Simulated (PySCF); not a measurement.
C2H4ClFOSi, SMILES C[Si@@](F)(Cl)C=O.

The structure is a stationary point at ωB97X-D3(BJ)/def2-SVP. The structure was generated by enumeration; whether it is a known compound was not checked. One conformer was computed; it need not be the lowest.

These are SMD-M06-2X/6-31G* (PySCF) values and carry that method's errors.

Solvation free energies are E(SMD) − E(gas) at the gas-phase geometry, for 1 M in both phases. In vacuum the dipole moment is 0.91 D.

Computed solvation free energies in water, cyclohexanone, diethylether:
```csv
solvent,ΔG(solv) (kcal/mol),its non-electrostatic (CDS) part,dipole (D)
water,-1.5,5.1,0.95
cyclohexanone,-4.8,-0.2,1.00
diethylether,-4.8,-1.4,0.99
```
